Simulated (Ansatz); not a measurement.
Reaction (formal exchange of groups at the Al–O bond): `F[SiH](F)C[O][AlH2]` + `CC1=CN1` → `CC1=[C]([AlH2])N1` + `OC[SiH](F)F`

Isolated molecules relaxed with PBE0-D4/def2-TZVP in Ansatz; ΔE leaves out vibrations. CBS: MP2 limit from def2 TZ/QZ plus the TZ coupled-cluster correction, frozen cores. DFT in def2-TZVPP. Each species was taken in one conformer, which may not be the lowest.

`F[SiH](F)C[O][AlH2]`:

```xyz
11

F     0.200   -3.048   -0.243
Si    0.492   -1.552   -0.695
F     0.345   -1.504   -2.274
C    -0.737   -0.397    0.104
O    -0.368    0.920   -0.231
Al    0.095    2.276    0.674
H     1.892   -1.218   -0.359
H    -0.759   -0.566    1.191
H    -1.748   -0.609   -0.265
H     0.443    3.570   -0.151
H     0.144    2.127    2.250
```

`CC1=CN1`:

Cartesian coordinates in Å:
```
C -1.033 -0.564 0.537
C 0.160 0.109 0.039
C 1.309 0.654 0.064
N 0.533 0.837 -1.216
H -1.902 0.088 0.403
H -1.226 -1.480 -0.030
H -0.932 -0.817 1.593
H 2.215 1.026 0.503
H 0.877 0.146 -1.891
```

`CC1=[C]([AlH2])N1`:

Z-matrix (Å, degrees):
```
C
C 1 1.459
H 1 1.090 2 111.5
H 1 1.095 2 110.1 3 -121.5
H 1 1.094 2 109.2 3 121.4
C 2 1.296 1 153.6 3 2.7
N 2 1.426 1 135.6 3 -174.4
Al 6 1.898 2 158.5 1 -5.9
H 7 1.024 2 109.2 1 -81.5
H 8 1.581 6 119.9 2 175.9
H 8 1.584 6 117.4 2 -2.5
```

`OC[SiH](F)F`:

Cartesian coordinates in Å:
```
O -0.442 0.375 -1.652
C 0.058 0.799 -0.394
Si 0.279 -0.620 0.799
F 1.443 -1.590 0.327
F -1.072 -1.466 0.753
H -1.256 -0.117 -1.512
H -0.579 1.574 0.062
H 1.025 1.275 -0.582
H 0.544 -0.229 2.199
```

CCSD(T)/CBS gives +0.84 eV.

Task: Another level gave +0.85 eV. Which?
A. r2SCAN/def2-TZVPP
B. HF/def2-TZVPP
C. ωB97X-V/def2-TZVPP
D. PBE-D4/def2-TZVPP

Result: C. ωB97X-V 0.85, r2SCAN 0.74, PBE-D4 0.69, HF/def2-TZVPP 0.90 eV.

Largest T1 diagnostic among the species: 0.013.

From PBE to PBE0 (25 % exact exchange), in def2-TZVPP and without D4, ΔE moves by +0.05 eV. In def2-TZVPP, CCSD(T) changes the Hartree–Fock value by −0.06 eV (the triples alone add −0.03 eV) and MP2 by −0.06 eV.
